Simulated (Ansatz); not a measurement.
Cost and result for the atomization energy of `O[SiH](S)P[SiH3]` (12 atoms, 11 bonds).

Z-matrix (Å, degrees):
```
Si
S 1 2.140
P 1 2.240 2 105.7
O 1 1.641 2 115.0 3 122.7
H 1 1.478 2 105.3 3 -122.8
H 2 1.345 1 94.5 3 -36.5
Si 3 2.253 1 94.8 2 -64.0
H 3 1.422 1 94.6 2 -160.2
H 4 0.959 1 118.1 2 -63.4
H 7 1.487 3 113.4 1 -29.5
H 7 1.487 3 107.6 1 -150.3
H 7 1.483 3 107.8 1 91.8
```

Charge 0, multiplicity 1. Geometry: relaxed with PBE0-D4/def2-TZVP. It is one conformer, not always the lowest. Program: Ansatz. All runs use 4 threads of an Arm Neoverse V1 on a shared host. Times are those of one run each, without the atoms' runs, and a repeat can differ threefold. Electronic energies, without spin–orbit coupling; frozen cores. CCSD(T)/CBS adds CCSD(T) − MP2 in def2-TZVPP to the MP2 limit, and its time is that of the two runs behind it. T1 = 0.013. B3LYP takes the VWN-RPA correlation (the form of Gaussian; ORCA's B3LYP/G).

CCSD(T)/CBS is a level of theory with its own doubt, some kJ/mol a heavy atom from the limit and from the frozen cores, so smaller differences don't rank the functionals.

```csv
level,functions,wall time
BLYP-D4/def2-TZVPP,297,3.3 s
revPBE-D4/def2-TZVPP,297,3.4 s
PBE-D4/def2-TZVPP (with forces),297,3.9 s
BHLYP-D4/def2-TZVPP,297,6 s
CCSD(T)/def2-SVP,121,7 s
CAM-B3LYP-D4/def2-TZVPP,297,7 s
B3LYP-D4/def2-TZVPP (with forces),297,9 s
r2SCANh-D4/def2-TZVPP,297,9.5 s
B2PLYP/def2-TZVPP,297,9.5 s
ωB97M-V/def2-TZVPP (with forces),297,20 s
MP2/def2-QZVPP,547,36 s
CCSD(T)/def2-TZVPP,297,4.8 min
CCSD(T)/CBS(def2),–,5.4 min
```

Question: What atomization energy does each give, and how far from CCSD(T)/CBS? (Best estimate.)

Answer: The calculation gave: 
```tsv
level	atomization (kcal/mol)	difference from CCSD(T)/CBS	per bond
BLYP-D4/def2-TZVPP	893.0	-9.3	-0.8
revPBE-D4/def2-TZVPP	885.9	-16.4	-1.5
PBE-D4/def2-TZVPP (with forces)	902.2	-0.1	0.0
BHLYP-D4/def2-TZVPP	879.4	-22.9	-2.1
CCSD(T)/def2-SVP	816.4	-85.9	-7.8
CAM-B3LYP-D4/def2-TZVPP	899.3	-3.0	-0.3
B3LYP-D4/def2-TZVPP (with forces)	898.1	-4.2	-0.4
r2SCANh-D4/def2-TZVPP	896.5	-5.8	-0.5
B2PLYP/def2-TZVPP	882.8	-19.5	-1.8
ωB97M-V/def2-TZVPP (with forces)	906.1	3.8	0.3
MP2/def2-QZVPP	893.7	-8.6	-0.8
CCSD(T)/def2-TZVPP	871.9	-30.4	-2.8
CCSD(T)/CBS(def2)	902.3	0.0	0.0
```

From PBE to PBE0 (25 % exact exchange), in def2-TZVPP and without D4, the atomization energy moves by −9.2 kcal/mol: exact exchange takes away binding that semilocal exchange gives to molecules. The D4 term adds +14.8 kcal/mol with B3LYP and +7.8 kcal/mol with PBE0; it sums over pairs of atoms, weighted by their polarisabilities, and B3LYP, whose exchange is more repulsive, gets the larger term. At CCSD(T), def2-SVP lies −85.9 kcal/mol from the extrapolated value and def2-TZVPP −30.4 kcal/mol: correlation converges slowly with the basis, and small sets miss more of it in the bonded molecule than in its fragments.
